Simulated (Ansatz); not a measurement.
CH2O, SMILES `[CH]O` (H–C–O–H torsion 0°) (charge 0, multiplicity 1).

Cartesian coordinates (Å):
```xyz
4

C      0.6196     0.5524    -0.0083
O     -0.6723     0.4216     0.0073
H      1.0596    -0.4802    -0.0120
H     -1.0069    -0.4937     0.0131
```
Charge 0, multiplicity 1.

Frozen-core energies in 6-31g from Ansatz (a first-principles code) at a geometry from PBE0-D3(BJ)/def2-TZVP; the HF reference has <S^2> = 0.00 (restricted, and unstable towards unrestricted orbitals) and the T1 diagnostic is 0.021.

| level | energy (Ha) | difference from CCSDTQ (mHa) |
|---|---|---|
| HF | -113.71487 | 220.34 |
| MP2 | -113.91087 | 24.34 |
| CCSD | -113.92875 | 6.47 |
| CCSD(T) | -113.93407 | 1.14 |
| CCSDT | -113.93464 | 0.57 |
| CCSDT(Q) | -113.93527 | -0.06 |
| CCSDTQ | -113.93521 | 0.00 |
